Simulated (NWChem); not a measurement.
System: Si2NH7; SMILES N[SiH2][SiH3]

Input file for NWChem:

```
start job
memory heap 200 mb stack 900 mb global 1100 mb
geometry units angstroms noautosym nocenter noautoz
  Si     0.175593    -1.558946     0.000866
  Si    -0.561689     0.684380     0.002998
  N      0.698230     1.884062    -0.004257
  H     -0.969451    -2.525698     0.011329
  H      1.008670    -1.837589    -1.213810
  H      1.027161    -1.833361     1.203634
  H     -1.394979     0.899129     1.227479
  H     -1.407353     0.897710    -1.213210
  H      1.267998     1.980033    -0.838443
  H      1.277375     1.980277     0.823414
end
basis spherical
  * library 6-31g*
end
dft
  xc xpbe96 cpbe96
  iterations 150
end
property
  efieldgrad
end
task dft property
```

NWChem printed, in part:

```
             Northwest Computational Chemistry Package (NWChem) 7.3.0
             --------------------------------------------------------

                             Geometry "geometry" -> ""
                             -------------------------

 Output coordinates in angstroms (scale by  1.889725989 to convert to a.u.)

  No.       Tag          Charge          X              Y              Z
 ---- ---------------- ---------- -------------- -------------- --------------
    1 Si                  14.0000     0.17559300    -1.55894600     0.00086600
    2 Si                  14.0000    -0.56168900     0.68438000     0.00299800
    3 N                    7.0000     0.69823000     1.88406200    -0.00425700
    4 H                    1.0000    -0.96945100    -2.52569800     0.01132900
    5 H                    1.0000     1.00867000    -1.83758900    -1.21381000
    6 H                    1.0000     1.02716100    -1.83336100     1.20363400
    7 H                    1.0000    -1.39497900     0.89912900     1.22747900
    8 H                    1.0000    -1.40735300     0.89771000    -1.21321000
    9 H                    1.0000     1.26799800     1.98003300    -0.83844300
   10 H                    1.0000     1.27737500     1.98027700     0.82341400

 Effective nuclear repulsion energy (a.u.)     151.2299468349

  pbe96 is a nonlocal functional; adding pw91lda local functional.
                              NWChem Property Module
                              ----------------------

  itol2e modified to match energy
  convergence criterion.

                                 NWChem DFT Module
                                 -----------------

 Summary of "ao basis" -> "ao basis" (spherical)
 ------------------------------------------------------------------------------
       Tag                 Description            Shells   Functions and Types
 ---------------- ------------------------------  ------  ---------------------
 Si                          6-31g*                  8       18   4s3p1d
 N                           6-31g*                  6       14   3s2p1d
 H                           6-31g*                  2        2   2s

  itol2e modified to match energy
  convergence criterion.

            General Information
            -------------------
          SCF calculation type: DFT
          Wavefunction type:  closed shell.
          No. of atoms     :    10
          No. of electrons :    42
           Alpha electrons :    21
            Beta electrons :    21
          Charge           :     0
          Spin multiplicity:     1
          Use of symmetry is: off; symmetry adaption is: off
          Maximum number of iterations: 150
          AO basis - number of functions:    64
                     number of shells:    36
          Convergence on energy requested:  1.00D-07
          Convergence on density requested:  1.00D-05
          Convergence on gradient requested:  5.00D-04

              XC Information
              --------------
          PerdewBurkeErnzerhof Exchange Functional  1.000
            Perdew 1991 LDA Correlation Functional  1.000 local
           PerdewBurkeErnz. Correlation Functional  1.000 non-local

             Grid Information
             ----------------
          Grid used for XC integration:  fine
          Radial quadrature: Mura-Knowles
          Angular quadrature: Lebedev.
          Tag              B.-S. Rad. Rad. Pts. Rad. Cut. Ang. Pts.
          ---              ---------- --------- --------- ---------
          Si                  1.10      123          10.0       770
          N                   0.65       70          12.0       590
          H                   0.35       60          12.0       590
          Grid pruning is: on
          Number of quadrature shells:   736
          Spatial weights used:  Erf1

      Superposition of Atomic Density Guess
      -------------------------------------

 Sum of atomic energies:        -635.41598106

      Non-variational initial energy
      ------------------------------

[...]

          -----------------------
          Electric field gradient
          -----------------------

 1 a.u. = 0.324123 10**(16) esu/cm**3  ( or statvolts/cm**2 ) = 0.97174 10**(22) v/m**2

 ------------------------------------------------------------
   Atom      X         Y         Z
 ------------------------------------------------------------
    1 Si   0.33182  -2.94598   0.00164
 ------------------------------------------------------------

 Electric field gradient in molecular frame (a.u.)
         XX             YY             ZZ             XY             XZ             YZ
 ------------------------------------------------------------------------------------------
       -0.025165       0.081971      -0.056806      -0.049257      -0.000209       0.000180

 Principal components (a.u.) and orientation
 of principal axis w.r.t. absolute frame                      Asymmetry parameter eta
 --------------------------------------------------------------------------------------
        0.101176      -0.056808      -0.044368                       0.122952

       -0.363248       0.010269       0.931636
        0.931691       0.002351       0.363243
        0.001540       0.999945      -0.010422

 ------------------------------------------------------------
   Atom      X         Y         Z
 ------------------------------------------------------------
    2 Si  -1.06144   1.29329   0.00567
 ------------------------------------------------------------

 Electric field gradient in molecular frame (a.u.)
         XX             YY             ZZ             XY             XZ             YZ
 ------------------------------------------------------------------------------------------
       -0.073606      -0.086646       0.160251      -0.147134       0.001202       0.000822

 Principal components (a.u.) and orientation
 of principal axis w.r.t. absolute frame                      Asymmetry parameter eta
 --------------------------------------------------------------------------------------
       -0.227410       0.160258       0.067152                       0.409417

        0.691276       0.004872       0.722574
        0.722581       0.000425      -0.691286
       -0.003675       0.999988      -0.003226

 ------------------------------------------------------------
   Atom      X         Y         Z
 ------------------------------------------------------------
    3 N    1.31946   3.56036  -0.00804
 ------------------------------------------------------------

 Electric field gradient in molecular frame (a.u.)
         XX             YY             ZZ             XY             XZ             YZ
 ------------------------------------------------------------------------------------------
       -0.024815       0.566135      -0.541320      -0.498589      -0.002813       0.002625

 Principal components (a.u.) and orientation
 of principal axis w.r.t. absolute frame                      Asymmetry parameter eta
 --------------------------------------------------------------------------------------
        0.850236      -0.541336      -0.308900                       0.273378

       -0.495066       0.005584       0.868838
        0.868851       0.000144       0.495073
        0.002640       0.999984      -0.004923

 ------------------------------------------------------------
   Atom      X         Y         Z
 ------------------------------------------------------------
    4 H   -1.83200  -4.77288   0.02141
 ------------------------------------------------------------

 Electric field gradient in molecular frame (a.u.)
         XX             YY             ZZ             XY             XZ             YZ
 ------------------------------------------------------------------------------------------
       -0.056148      -0.016339       0.072488      -0.109324       0.001176       0.000992

 Principal components (a.u.) and orientation
 of principal axis w.r.t. absolute frame                      Asymmetry parameter eta
 --------------------------------------------------------------------------------------
       -0.147375       0.074877       0.072498                       0.016140

        0.767811      -0.640632       0.007554
        0.640638       0.767840       0.001869
       -0.006997       0.003404       0.999970

 ------------------------------------------------------------
   Atom      X         Y         Z
 ------------------------------------------------------------
    5 H    1.90611  -3.47254  -2.29377
 ------------------------------------------------------------

 Electric field gradient in molecular frame (a.u.)
         XX             YY             ZZ             XY             XZ             YZ
 ------------------------------------------------------------------------------------------
        0.005250       0.067012      -0.072262       0.021370       0.099627      -0.032732

 Principal components (a.u.) and orientation
 of principal axis w.r.t. absolute frame                      Asymmetry parameter eta
 --------------------------------------------------------------------------------------
       -0.147525       0.074668       0.072857                       0.012273

       -0.554856      -0.364900       0.747652
        0.179218       0.825152       0.535729
        0.812414      -0.431245       0.392444

 ------------------------------------------------------------
   Atom      X         Y         Z
 ------------------------------------------------------------
    6 H    1.94105  -3.46455   2.27454
 ------------------------------------------------------------

 Electric field gradient in molecular frame (a.u.)
         XX             YY             ZZ             XY             XZ             YZ
 ------------------------------------------------------------------------------------------
        0.002189       0.067237      -0.069425       0.021516      -0.100840       0.031918

[...]
```

Level: PBE/6-31G* (spherical d). All runs use the structure optimised with PBE0/def2-SVP. NWChem prints the field gradient with the sign opposite to the second derivative of the potential.
